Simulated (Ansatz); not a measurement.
# Dissociation curves of H2Te (TeH2)

The species is H2Te (3 atoms), meant as a singlet with charge 0. SMILES: `[H][Te][H]`. The shape comes from GFN2-xTB, which is rough for such elements, and wasn't checked as a minimum.

```xyz
3

Te    0.0049   -0.0081   -0.7879
H     1.1362   -0.0165    0.4012
H    -1.1411    0.0246    0.3867
```

The Te1–H3 distance is scanned; the parts on either side stay rigid. Basis STO-3G, 18 core orbitals frozen in the correlated methods; program Ansatz 0.2.0. FCI is exact within this basis and core. Energies in eV from each method's value at 1.641 Å; methods without a U are spin-restricted. The shape above is that at 1.641 Å.

| distance (Å) | PBE | wB97M-V | CCSD | CCSD(T) |
| --- | --- | --- | --- | --- |
| 1.641 | 0.00 | 0.00 | 0.00 | 0.00 |
| 2.052 | 0.95 | 1.18 | 0.95 | 0.95 |
| 2.462 | 2.62 | 3.13 | 2.38 | 2.38 |
| 3.283 | 4.99 | 6.19 | 3.52 | 3.52 |
| 4.103 | 5.85 | 7.58 | 3.63 | 3.63 |

Q: Estimate the FCI curve, and say how far off each method is.

A: 
```tsv
distance (Å)	FCI
1.641	0.00
2.052	0.95
2.462	2.38
3.283	3.53
4.103	3.63
```

Departure from the FCI curve at its largest: PBE +2.22 eV at 4.10 Å; wB97M-V +3.95 eV at 4.10 Å; CCSD -0.01 eV at 4.10 Å; CCSD(T) -0.01 eV at 4.10 Å. Restricted functionals keep the electrons paired too, and rise too high.
